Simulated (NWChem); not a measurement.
Species: ZrI3 cation; SMILES [I][Zr+]([I])[I]

All runs: NWChem. Medium grid unless said otherwise, to which SCAN and Minnesota functionals are sensitive. All runs use the structure optimised with PBE0/def2-SVP. Not confirmed as a minimum by frequencies. The spin multiplicity was typed, not searched, and may not be the lowest. def2 effective core potentials on Zr, I; no spin-orbit coupling. B3LYP is NWChem's, with the RPA form of VWN correlation.

**Question.** Order these by “orbital gap (eV)”, lowest first: B3LYP/def2-SVP; TPSS/def2-SVP; LC-BLYP (range parameter 0.33 per bohr)/def2-SVP.

**Answer.** TPSS/def2-SVP (2.31), B3LYP/def2-SVP (3.33), LC-BLYP (range parameter 0.33 per bohr)/def2-SVP (7.45)
